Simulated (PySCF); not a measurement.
Li(OH) (HLiO), SMILES [Li][OH]. Atoms are numbered in the order given.

```xyz
3

Li     0.0000     0.0000     1.2719
O      0.0000     0.0000    -0.3173
H      0.0000     0.0000    -1.2772
```

Geometry: PBE-D3(BJ)/def2-TZVPD. The isomer is the one that the SMILES or the coordinates give; other isomers of the formula were not compared.

Calculation: PBE-D3(BJ)/def2-TZVPD run with PySCF.

Harmonic, unscaled wavenumbers; measured fundamentals usually lie a few per cent lower.

Modes within 1.5 cm⁻¹ of each other (mostly degenerate sets) share a row, with their intensities summed.

```tsv
mode	ν (cm⁻¹)	IR (km/mol)	moving atoms (share of kinetic energy)
1–2	276	201.5	H 82 %, O 13 %
3	935	165.7	Li 71 %, O 27 %
4	3889	31.5	H 94 %
```
